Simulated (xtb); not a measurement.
CH₃S (SMILES [CH2]S), doublet, geometry from GFN2-xTB, atoms displaced at random by about 0.02 Å a coordinate; GFN2-xTB with ALPB(benzene) (xtb).

Input for xtb:
```
$ xtb mol.xyz --gfn 2 --uhf 1 --opt --alpb benzene --json

# file mol.xyz
5

C     -0.99847878     0.47837173     0.14183486
S      0.47837842    -0.29145952    -0.05870133
H     -1.88211676    -0.16548560     0.03088181
H     -1.09923267     1.50210201     0.00751230
H      1.27178582     0.76660455     0.11552707
```

Output, abridged:

```
   ID    Z sym.   atoms
    1    6 C      1
    2   16 S      2
    3    1 H      3-5

           -------------------------------------------------
          |                Calculation Setup                |
           -------------------------------------------------

           -------------------------------------------------
          |                 G F N 2 - x T B                 |
           -------------------------------------------------

      * Solvation model:               ALPB
        Solvent                        benzene
        Parameter file                 internal GFN2-xTB/ALPB
        Dielectric constant                7.0000E+00
        Reference state                gsolv [1 M gas/solution]
        Free energy shift                  4.6744E-03 Eh       2.9333E+00 kcal/mol
        Temperature                        2.9815E+02 K
        Density                            8.6700E-01 kg/L
        Solvent mass                       7.8110E+01 g/mol
        Interaction kernel             P16
        Born radius scaling (c1)           1.6914E+00
        Born radii integrator          GBOBC
        Born offset                        0.0000E+00 a0       0.0000E+00 AA
        H-bond correction              false
        Ion screening                  false
        Surface tension                    1.0000E-05 Eh       1.5569E+01 dyn/cm
        Grid points                               230 per atom

          ...................................................
          :                      SETUP                      :
          :.................................................:
          :  # basis functions                  17          :
          :  # atomic orbitals                  16          :
          :  # shells                            8          :
          :  # electrons                        13          :
          :  max. iterations                   250          :
          :  Hamiltonian                  GFN2-xTB          :
          :  restarted?                      false          :
          :  GBSA solvation                   true          :
          :  PC potential                    false          :
          :  electronic temp.          300.0000000     K    :
          :  accuracy                    1.0000000          :
          :  -> integral cutoff          0.2500000E+02      :
          :  -> integral neglect         0.1000000E-07      :
          :  -> SCF convergence          0.1000000E-05 Eh   :
[...]
         :: total energy              -6.830319203299 Eh    ::
 * total energy  :    -6.8303192 Eh     change       -0.5735146E-10 Eh
 * total energy  :    -6.8318545 Eh     change       -0.1535340E-02 Eh
 * total energy  :    -6.8320794 Eh     change       -0.2248954E-03 Eh
 * total energy  :    -6.8321128 Eh     change       -0.3339327E-04 Eh
 * total energy  :    -6.8321240 Eh     change       -0.1120429E-04 Eh
 * total energy  :    -6.8321248 Eh     change       -0.7710792E-06 Eh
   *** GEOMETRY OPTIMIZATION CONVERGED AFTER 6 ITERATIONS ***
         :: total energy              -6.832124807522 Eh    ::
[...]
        15                          0.3268931               8.8952
        16                          0.5920499              16.1105
      -------------------------------------------------------------
                  HL-Gap            0.1166475 Eh            3.1741 eV
             Fermi-level           -0.3102703 Eh           -8.4429 eV

     #   Z          covCN         q      C6AA      α(0)
     1   6 C        2.828    -0.096    30.401     9.035
     2  16 S        1.898    -0.164   148.000    20.476
     3   1 H        0.927     0.039     2.464     2.455
     4   1 H        0.927     0.042     2.419     2.432
     5   1 H        0.923     0.179     1.210     1.720

 Mol. C6AA /au·bohr⁶  :        479.263311
 Mol. C8AA /au·bohr⁸  :      16751.755938
 Mol. α(0) /au        :         36.117653

Wiberg/Mayer (AO) data.
largest (>0.10) Wiberg bond orders for each atom

 ---------------------------------------------------------------------------
     #   Z sym  total        # sym  WBO       # sym  WBO       # sym  WBO
 ---------------------------------------------------------------------------
     1   6 C    3.421 --     2 S    1.450     4 H    0.982     3 H    0.982
     2  16 S    2.425 --     1 C    1.450     5 H    0.953
     3   1 H    0.998 --     1 C    0.982
     4   1 H    0.998 --     1 C    0.982
     5   1 H    0.968 --     2 S    0.953
 ---------------------------------------------------------------------------

Topologies differ in total number of bonds
Writing topology from bond orders to xtbtopo.mol

molecular dipole:
                 x           y           z       tot (Debye)
 q only:        0.234       0.379       0.041
   full:        0.069       0.583      -0.015       1.492
molecular quadrupole (traceless):
                xx          xy          yy          xz          yz          zz
 q only:        0.895       0.995       0.005       0.256       0.033      -0.900
  q+dip:        0.759       1.962       0.734       0.810      -0.215      -1.493
   full:        1.065       1.974       0.557       0.792      -0.094      -1.623

optimized geometry written to: xtbopt.xyz

           -------------------------------------------------
          | TOTAL ENERGY               -6.832124807522 Eh   |
          | GRADIENT NORM               0.000291623224 Eh/α |
          | HOMO-LUMO GAP               3.174140547912 eV   |
           -------------------------------------------------

normal termination of xtb
```
